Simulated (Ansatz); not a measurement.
Consider the cleavage of the Si–Si bond: `F[SiH]([SiH3])S` + H₂S → `F[SiH](S)S` + SiH₄.

Gas-phase electronic energies from Ansatz, PBE0-D4/def2-TZVP geometries. CCSD(T)/CBS is the MP2 limit (def2-TZVPP, def2-QZVPP) plus CCSD(T) − MP2 in def2-TZVPP, frozen cores. This one scheme is used for every species. DFT in def2-TZVPP. Each species was taken in one conformer, which may not be the lowest.

```tsv
level	ΔE (kcal/mol)
BHLYP	-16.3
MP2/def2-QZVPP	-18.0
```

Problem. What does CCSD(T)/CBS give? (An estimate is asked.)

Solution. Ansatz gave: -15.8 kcal/mol. The listed levels differ from it by -0.5, -2.2 kcal/mol.

Largest T1 diagnostic among the species: 0.013.

From BLYP to BHLYP (50 % exact exchange), in def2-TZVPP and without D4, ΔE moves by −1.9 kcal/mol. Leaving LDA and LC-ωPBE aside and taking each functional with its dispersion term where it has one, the values, not all of them listed here, spread over 3.4 kcal/mol, from ωB97M-V to PBE-D4.
